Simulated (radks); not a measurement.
The numbers below are computed, except where a source is named.
Exchange energies: the exact (Fock) value of the Kohn-Sham orbitals and density-functional approximations, as 100 (|E| - |E exact|)/|E exact|, negative where the magnitude is too small. Species: Yb [Xe] 4f14 6s2; Kr3+ [Ar] 3d10 4s2 4p3; Bi [Hg] 6p3; Ge3+ [Ar] 3d10 4s1; F2+ [He] 2s2 2p3. Code: a radial shooting solver on a logarithmic mesh with Libxc functionals. Model: non-relativistic Kohn-Sham, PBE, spin-polarised, spherical densities, point nucleus. Every spin shell is full or empty, so the densities are truly spherical. Functionals are evaluated on that one density, not self-consistently.

| functional | Yb | Kr3+ | Bi | Ge3+ | F2+ |
|---|---|---|---|---|---|
| exact (hartree) | -275.800 | -92.7511 | -366.134 | -76.6094 | -9.18532 |
| LDA | -3.79 | -5.54 | -3.76 | -5.71 | -10.26 |
| B88 | +0.35 | +0.09 | +0.04 | +0.21 | -0.18 |
| PBE | -0.07 | -0.39 | -0.36 | -0.28 | -0.85 |
| PBEsol | -1.63 | -2.51 | -1.79 | -2.50 | -4.40 |
| revPBE | +0.02 | -0.20 | -0.28 | -0.06 | -0.06 |
| RPBE | +0.06 | -0.13 | -0.25 | +0.02 | +0.16 |
| PW91 | +0.33 | +0.04 | +0.03 | +0.15 | -0.47 |
| WC | -0.39 | -0.96 | -0.63 | -0.90 | -2.34 |
| AM05 | -3.57 | -5.08 | -3.57 | -5.19 | -8.47 |
| B86b | +0.29 | +0.09 | -0.02 | +0.21 | -0.12 |
| G96 | +0.73 | +0.35 | +0.45 | +0.46 | -0.10 |
| TPSS | -0.13 | -0.08 | -0.45 | +0.09 | +0.28 |
| SCAN | +0.29 | +0.26 | +0.04 | +0.33 | +0.05 |
| r2SCAN | +0.05 | -0.01 | -0.20 | +0.08 | -0.10 |
| MVS | +0.25 | +0.05 | +0.06 | +0.11 | -0.30 |
